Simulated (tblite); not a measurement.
C2H11FSSi4.
SMILES with atom numbers: `[F:1][C@@H:2]([SiH3:3])[CH2:4][SiH:5]1[SiH2:6][S:7][SiH2:8]1` (hydrogens: H9 on C2; H10, H11, H12 on Si3; H13, H14 on C4; H15 on Si5; H16, H17 on Si6; H18, H19 on Si8)

Geometry (GFN2-xTB, Å), atoms numbered from 1 in this order:
```
atom  x, y, z in Å
F1     1.2093   -0.3122   -1.5360
C2     1.6295   -0.6774   -0.2498
Si3    3.4320   -0.0463   -0.0218
C4     0.6383   -0.1237    0.7576
Si5   -1.1583   -0.5782    0.2744
Si6   -2.0805    0.5427   -1.5631
S7    -3.7191    1.2469   -0.2865
Si8   -2.8682    0.4086    1.5345
H9     1.5772   -1.7728   -0.2484
H10    3.3909    1.4133   -0.0819
H11    4.2503   -0.6051   -1.0934
H12    3.8739   -0.5095    1.2939
H13    0.8934   -0.5300    1.7357
H14    0.7513    0.9595    0.8192
H15   -1.1788   -2.0571    0.2367
H16   -2.7025   -0.1868   -2.6632
H17   -1.4418    1.7341   -2.1148
H18   -3.9054   -0.4161    2.1420
H19   -2.6014    1.5194    2.4455
```

Computed values, GFN2-xTB/tblite, gas phase, harmonic and unscaled. Errors from tens to a few hundred cm⁻¹ against measured bands are possible. Modes of hydrogen on silicon can be 10 to 20 % off. One conformer, not necessarily the lowest.

Harmonic wavenumbers (cm⁻¹): 27.7, 37.5, 56.2, 76.9, 102.6, 122.9, 150.6, 183.1, 248.5, 288.4, 323.7, 352.2, 374.3, 393.2, 406.9, 434.6, 463.3, 486.4, 516.7, 519.3, 537.0, 551.5, 603.3, 631.0, 677.9, 713.5, 736.1, 758.0, 769.8, 776.4, 782.7, 790.9, 797.0, 944.4, 1059.4, 1131.3, 1193.2, 1269.6, 1311.9, 1465.6, 2094.0, 2249.2, 2258.8, 2278.1, 2280.6, 2287.2, 2293.6, 2309.7, 2906.5, 2973.1, 2992.6.

A = 1871, B = 389.0, C = 345.7 MHz; mass 197.964 u (most abundant isotopes); point group C1, symmetry number 1.

Problem. What is the zero-point energy?

Solution. ½Σν̃ = 24994 cm⁻¹ = 299.00 kJ/mol.

Problem. Entropy at 298.15 K, 1 bar (ideal gas, RRHO, classical rotation)?

Solution. Translation 174.81, rotation 131.90, vibration 201.22: S = 507.9 J/(mol K).

Problem. And Cp and H(298.15 K) − H(0)?

Solution. Cp = 224.04 J/(mol K), of which vibrations give 190.78 (their classical limit is 51 R = 424.0); H(298.15 K) − H(0) = 40.06 kJ/mol without the zero-point energy, 30.14 from vibrations.

Problem. What must be added to the electronic energy to get the Gibbs energy at 298.15 K and 1 bar?

Solution. ZPE + [H(298.15 K) − H(0)] − T·S = 299.00 + 40.06 − 151.44 = 187.62 kJ/mol.

Problem. How do the functions run with temperature in this model?

Solution. 
```tsv
T (K)	S (J/(mol K))	Cp (J/(mol K))	H − H(0) (kJ/mol)	G − H(0) (kJ/mol)	ln q(vib)
150	385.7	136.3	12.96	-44.90	5.86
250	470.6	199.3	29.85	-87.81	10.06
400	579.8	264.9	65.07	-166.85	16.10
600	698.1	317.8	123.77	-295.08	23.46
900	837.0	366.3	227.02	-526.25	33.02
```

q(vib) and H(0) count from the zero-point level.

Problem. Blend soft modes into free rotors: weight 1/[1 + (100 cm⁻¹/ν̃)⁴] for the oscillator and the rest for a rotor with moment μB/(μ + B), μ = h/(8π²ν), B = 10⁻⁴⁴ kg m². What vibrational entropy results?

Solution. 178.36 J/(mol K) in place of 201.22, which changes −T·S at 298.15 K by +6.82 kJ/mol.

Problem. Which modes carry the vibrational entropy at 298.15 K?

Solution. 27.7 cm⁻¹: 25.05; 37.5 cm⁻¹: 22.54; 56.2 cm⁻¹: 19.19; 76.9 cm⁻¹: 16.60; 102.6 cm⁻¹: 14.24; 122.9 cm⁻¹: 12.78 J/(mol K); the other 45 give 90.81 together.

Hindered rotation and anharmonicity are outside this model. Other conformers, if any are populated, would add a mixing term that is left out. The structure is chiral; the term R ln 2 for an equal mix with its mirror image is left out.

The run took 1.3 s wall on one thread of an Arm Neoverse V1, no GPU, shared host with 32 logical CPUs at a one-minute load of 6.5. This covers the Hessian and the dipole derivatives.
